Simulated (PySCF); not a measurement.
Two species compared at the same levels of theory.

First species: C5H5O3 (charge -1).
Z-matrix (Å and degrees, GFN2-xTB geometry), rows numbered from 1:
```
C 
C   1  1.5030
O   2  1.2258  1  121.42
C   2  1.4582  1  117.63  3  -179.63
C   4  1.3384  2  127.26  1    -3.07
C   5  1.5514  4  129.79  2     5.55
O   6  1.2394  5  111.71  4    91.00
O   6  1.2331  5  117.22  4   -91.04
H   1  1.0884  2  109.36  3   120.82
H   1  1.0881  2  109.62  3  -122.39
H   1  1.0890  2  110.32  3    -0.63
H   4  1.0902  2  112.81  1   177.52
H   5  1.0871  4  117.87  2   179.71
```

Second species: C5H10Si.
SMILES: `C=C[C@@H]1[SiH2][C@H]1C`

Levels: PBE0/def2-SVPD for HOMO energy, LUMO energy, HOMO–LUMO gap, static isotropic polarisability and electronic spatial extent ⟨r²⟩ about the centre of nuclear charge; TDDFT PBE0/def2-SVPD for lowest singlet excitation; TDA PBE0/def2-SVPD for lowest triplet excitation (Tamm–Dancoff); GFN2-xTB for rotational constant A and rotational constant C. Geometries: GFN2-xTB. Each species is one conformer at its optimised geometry, gas phase, non-relativistic unless stated; the electronic structure was computed with PySCF and density fitting.

Dipoles, sizes and rotational constants follow the conformer. The torsions of the flexible species, by atom-mapped SMILES:
- `[CH3:1][C:2](=[O:3])/[CH:4]=[CH:5]\[C:6](=[O:7])[O-:8]`: C1–C2–C4–C5 -3°, C4–C5–C6–O7 91°
- `[CH2:1]=[CH:2][C@@H:3]1[SiH2:4][C@H:5]1[CH3:6]`: C1–C2–C3–Si4 51°

Task: Which of the two has the higher static isotropic polarisability, and by how much?

Result: The second: 89.6 au against 81.6 au, a difference of 8.0 au.

Task: Which of the two has the higher HOMO–LUMO gap, and by how much?

Result: The second: 5.94 eV against 4.90 eV, a difference of 1.04 eV.

Task: Which has the higher T1 energy?

Result: The second: 3.71 eV against 3.14 eV, a difference of 0.57 eV.

Task: Which of the two has the higher HOMO energy, and by how much?

Result: The first: -2.46 eV against -6.23 eV, a difference of 3.77 eV.

Task: Which has the higher S1 energy?

Result: The second: 5.15 eV against 3.69 eV, a difference of 1.46 eV.

Task: Which has the higher LUMO energy?

Result: The first: 2.44 eV against -0.29 eV, a difference of 2.73 eV.

Task: Which of the two has the higher rotational constant C, and by how much?

Result: The second: 1.684 GHz against 1.207 GHz, a difference of 0.477 GHz.

Task: Which of the two has the higher rotational constant A, and by how much?

Result: The first: 4.231 GHz against 4.023 GHz, a difference of 0.208 GHz.

On the first: No computed singlet falls in the visible range (750 to 380 nm, 1.65 to 3.26 eV); S1 lies 0.43 eV above its blue end. The vertical singlet–triplet gap S1 − T1 is 0.55 eV (TDDFT singlet less Tamm–Dancoff triplet; S1: HOMO−1→LUMO, weight 0.78; T1: HOMO→LUMO, weight 0.86).

On the second: The polarisability is 13.28 Å³ as a volume (1 au = 0.148185 Å³), or 1.66 au for each of the 54 electrons. S1 lies 0.79 eV below the HOMO–LUMO gap; its leading configuration is HOMO→LUMO, weight 0.96.
